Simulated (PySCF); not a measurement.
**Correlation energy of Cl²⁺ (chlorine, charge +2)**

[Ne] 3s2 3p3, high-spin 4S determinant. Calculation: PySCF 2.14, in def2-QZVPPD; the non-relativistic Hamiltonian (point nucleus). Frozen: 1s2; 13 electrons correlated.

```csv
level,correlation energy (mhartree)
CCSD,-300.92
(T),-5.58
CCSD(T),-306.50
```

Diagnostics: T1 = 0.0031, D1 = 0.0122, largest double amplitude 0.050.

Cost of the coupled-cluster step: of the order of 60 core-seconds, for 13 correlated electrons.

Iterations:

```
CC2 = 0
CCSD nocc = (np.int64(8), np.int64(5)), nmo = (78, 78)
frozen orbitals [[0], [0]]
max_cycle = 100
direct = 0
conv_tol = 1e-08
conv_tol_normt = 1e-06
diis_space = 8
diis_start_cycle = 0
Init t2, MP2 energy = -0.285229979528843
Init E_corr(UCCSD) = -0.285229979570468
cycle = 1  E_corr(UCCSD) = -0.29678148668031  dE = -0.0115515071  norm(t1,t2) = 0.0329171
cycle = 2  E_corr(UCCSD) = -0.299840024859395  dE = -0.00305853818  norm(t1,t2) = 0.0096984
cycle = 3  E_corr(UCCSD) = -0.300944334310087  dE = -0.00110430945  norm(t1,t2) = 0.00342763
cycle = 4  E_corr(UCCSD) = -0.300928005280124  dE = 1.632903e-05  norm(t1,t2) = 0.00039764
cycle = 5  E_corr(UCCSD) = -0.300923317401953  dE = 4.68787817e-06  norm(t1,t2) = 3.39995e-05
cycle = 6  E_corr(UCCSD) = -0.300924283300024  dE = -9.6589807e-07  norm(t1,t2) = 4.88129e-06
cycle = 7  E_corr(UCCSD) = -0.300924246242411  dE = 3.70576131e-08  norm(t1,t2) = 6.66359e-07
cycle = 8  E_corr(UCCSD) = -0.300924246471133  dE = -2.28722208e-10  norm(t1,t2) = 1.09635e-07
UCCSD converged
E(UCCSD) = -458.5279128579832  E_corr = -0.300924246471133
UCCSD(T) correction = -0.00557502223676016
```

This basis was not built for core-valence correlation, so the inner-shell part is incomplete.
